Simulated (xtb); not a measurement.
I₃In, charge -1, doublet, at a GFN2-xTB geometry (such geometries of metal compounds can be far from the true shape) (a state made from the parent by changing its charge; the spin is typed, not shown lowest); GFN0-xTB with ALPB(water) (xtb).

Input for xtb:
```
$ xtb mol.xyz --gfn 0 --chrg -1 --uhf 1 --alpb water --json

# file mol.xyz
4

In     0.22418018     0.57888265     0.40059815
I      2.49361918    -0.60297698    -0.94404368
I     -0.99299386    -1.38513109     2.13736085
I     -1.70788624     1.45291468    -1.56368150
```

Q: Predict the main parts of the log of this xtb run.

A: 
```
   ID    Z sym.   atoms
    1   49 In     1
    2   53 I      2-4

           -------------------------------------------------
          |                Calculation Setup                |
           -------------------------------------------------

           -------------------------------------------------
          |                 G F N 0 - x T B                 |
           -------------------------------------------------

      * Solvation model:               ALPB
        Solvent                        water
        Parameter file                 internal GFN-FF/ALPB
        Dielectric constant                8.0200E+01
        Reference state                gsolv [1 M gas/solution]
        Free energy shift                  3.6494E-04 Eh       2.2900E-01 kcal/mol
        Temperature                        2.9815E+02 K
        Density                            1.0000E+00 kg/L
        Solvent mass                       1.8000E+01 g/mol
        Interaction kernel             P16
        Born radius scaling (c1)           1.5056E+00
        Born radii integrator          GBOBC
        Born offset                        0.0000E+00 a0       0.0000E+00 AA
        H-bond correction              true
        Ion screening                  false
        Surface tension                    1.0000E-05 Eh       1.5569E+01 dyn/cm
        Grid points                               230 per atom

          ...................................................
          :                      SETUP                      :
          :.................................................:
          :  # basis functions                  40          :
          :  # atomic orbitals                  36          :
          :  # shells                           12          :
          :  # electrons                        25          :
          :  electronic temp.          300.0000000     K    :
          :  accuracy                    1.0000000          :
          :  -> integral cutoff          0.2500000E+02      :
          :  -> integral neglect         0.1000000E-07      :
          ...................................................

         :::::::::::::::::::::::::::::::::::::::::::::::::::::
         ::                     SUMMARY                     ::
         :::::::::::::::::::::::::::::::::::::::::::::::::::::
         :: total energy             -13.448125854666 Eh    ::
         :: total w/o Gsasa/hb       -13.438130406591 Eh    ::
[...]
        16                         -0.1197879              -3.2596
        17                         -0.0609663              -1.6590
        18                         -0.0609663              -1.6590
        19                         -0.0560296              -1.5246
        20                         -0.0499893              -1.3603
        21                         -0.0499893              -1.3603
        22                         -0.0462822              -1.2594
        23                         -0.0455861              -1.2405
        24                         -0.0455861              -1.2405
       ...                                ...                  ...
        36                          2.3612115              64.2518
      -------------------------------------------------------------
                  HL-Gap            0.2178738 Eh            5.9286 eV
             Fermi-level            0.0000000 Eh            0.0000 eV

     #   Z          covCN         q      C6AA      α(0)
     1  49 In       2.471     0.116   296.039    32.840
     2  53 I        0.824    -0.372   398.553    34.485
     3  53 I        0.824    -0.372   398.552    34.485
     4  53 I        0.824    -0.372   398.552    34.485

 Mol. C6AA /au·bohr⁶  :       5936.573360
 Mol. C8AA /au·bohr⁸  :     612567.312653
 Mol. α(0) /au        :        136.295551

Wiberg/Mayer (AO) data.
largest (>0.10) Wiberg bond orders for each atom

 ---------------------------------------------------------------------------
     #   Z sym  total        # sym  WBO       # sym  WBO       # sym  WBO
 ---------------------------------------------------------------------------
     1  49 In   2.442 --     2 I    0.814     3 I    0.814     4 I    0.814
     2  53 I    0.976 --     1 In   0.814
     3  53 I    0.976 --     1 In   0.814
     4  53 I    0.976 --     1 In   0.814
 ---------------------------------------------------------------------------

Topologies differ in total number of bonds
Writing topology from bond orders to xtbtopo.mol

 dipole moment from electron density (au)
     X       Y       Z
   0.4608   1.1898   0.8234  total (Debye):    3.860

           -------------------------------------------------
          | TOTAL ENERGY              -13.448125854666 Eh   |
          | GRADIENT NORM               0.033056500557 Eh/α |
          | HOMO-LUMO GAP               5.928647747265 eV   |
           -------------------------------------------------

normal termination of xtb
```
